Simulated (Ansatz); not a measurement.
Basis-set series for C2H7Si2 (`C=C[SiH2][SiH2]`) radical. The species carries charge 0 and has multiplicity 2. The geometry is a stationary point of PBE0-D4/def2-TZVP. It is one conformer, not always the lowest.

```tsv
atom	x (Å)	y (Å)	z (Å)
C1	0.145	0.400	2.152
C2	-0.092	-0.405	1.119
Si3	-0.705	0.201	-0.530
Si4	0.944	-0.116	-2.148
H5	0.515	0.025	3.102
H6	-0.022	1.472	2.092
H7	0.097	-1.470	1.243
H8	-1.951	-0.523	-0.916
H9	-1.015	1.654	-0.433
H10	1.543	-1.481	-2.142
H11	0.542	0.242	-3.538
```

| functional | basis | functions | energy (Eh) | HOMO (eV) | LUMO (eV) |
| --- | --- | --- | --- | --- | --- |
| PBE0-D4 | def2-SVP | 99 | -658.75012 | -6.08 | -2.49 |
| PBE0-D4 | def2-QZVPP | 464 | -659.06294 | -6.10 | -2.56 |
| ωB97M-V | def2-SVP | 99 | -658.98067 | -7.76 | -0.80 |
| ωB97M-V | def2-QZVPP | 464 | -659.29918 | -7.81 | -0.99 |

Give the rows for def2-TZVPP. (An estimate is asked.)

Ansatz gave: 
```json
{"functional": "PBE0-D4", "basis": "def2-TZVPP", "functions": "244", "energy (Eh)": "-659.03924", "HOMO (eV)": "-6.09", "LUMO (eV)": "-2.54"}
{"functional": "ωB97M-V", "basis": "def2-TZVPP", "functions": "244", "energy (Eh)": "-659.27673", "HOMO (eV)": "-7.79", "LUMO (eV)": "-0.93"}
```

HOMO and LUMO are taken over both spins.
